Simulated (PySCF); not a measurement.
A calculated (r2SCAN, PySCF 2.14, cc-pVDZ, the non-relativistic Hamiltonian (point nucleus)) atom or ion has these occupied shells.

```
shell  electrons  orbital energy (eV)  rms radius, mean of both spins (bohr)
 1s α          1              -668.98                                  0.205
 1s β          1              -667.95                                  0.205
 2s α          1              -31.847                                   1.10
 2s β          1              -28.964                                   1.10
 2p α          3              -11.738                                   1.22
 2p β          2               -9.974                                   1.22
```

(1) Name the element and its charge.

Answers

(1) F (fluorine, neutral), in [He] 2s2 2p5, 2P determinant.
